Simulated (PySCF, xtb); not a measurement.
disiloxane cation (H₆OSi₂), SMILES [SiH3]O[SiH3] (connectivity only; charge and spin as stated), charge +1, multiplicity 2.

Harmonic wavenumbers (cm⁻¹) from GFN2-xTB (xtb) at its own minimum, in rising order: 55, 125, 158, 353, 371, 452, 500, 531, 541, 546, 582, 592, 687, 738, 1004, 1999, 2003, 2086, 2106, 2312, 2320.

Q: What does PBE-D3(BJ)/def2-SVP (PySCF) give at its own minimum? (Estimate from the structure and the level; the computed values follow.)

A: 37, 94, 99, 469, 473, 477, 553, 635, 640, 727, 759, 760, 851, 876, 973, 1956, 1976, 2025, 2068, 2258, 2262. Paired by order, the mean absolute difference is 83 cm⁻¹ and the zero-point energies are 28.7 and 30.0 kcal/mol.
